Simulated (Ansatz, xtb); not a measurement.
# H2PSSe: where a starting geometry ends

The starting geometry of this gas-phase doublet was built from a drawn formula by distance geometry and a force field; its bonds are those of `P1[SH][Se]1`.

```xyz
5

P    -1.2505   -1.2767    0.0060
S    -3.2121   -0.8847   -0.7401
Se   -1.5160   -0.2486   -2.0361
H    -1.1810   -2.5567   -0.5891
H    -3.6920    0.1958   -0.1325
```

Q: Where would you expect an optimisation with r2SCAN-D4/def2-SVP to take it?

A: A bond breaks, leaving `SP[Se]`. Contacts that open: S2–Se3 (2.23 → 3.66 Å).

The energy falls by 2.22 eV over 13 steps:

| step | E − E(last) (eV) |
| --- | --- |
| 1 | 2.225 |
| 2 | 1.128 |
| 4 | 0.344 |
| 5 | 0.242 |
| 6 | 0.097 |
| 8 | 0.014 |
| 9 | 0.006 |
| 10 | 0.002 |
| 12 | 0.000 |
| 13 | 0.000 |

Final geometry (Å):

```yaml
atoms:
  - { symbol: P, position_ang: [-1.4871, -1.0898, -0.4741] }
  - { symbol: S, position_ang: [-3.6100, -1.1856, -0.2178] }
  - { symbol: Se, position_ang: [-0.7200, -0.1429, -2.2132] }
  - { symbol: H, position_ang: [-1.2966, -2.4995, -0.5643] }
  - { symbol: H, position_ang: [-3.7378, 0.1469, -0.0223] }
```

From the same start GFN2-xTB reaches the same bonding as this run.

The end wasn't checked by frequencies. Open shells are spin-unrestricted. Run with Ansatz 0.2.0, 76 s on 1 thread of Intel(R) Xeon(R) 6975P-C (Granite Rapids), with other jobs on the host.
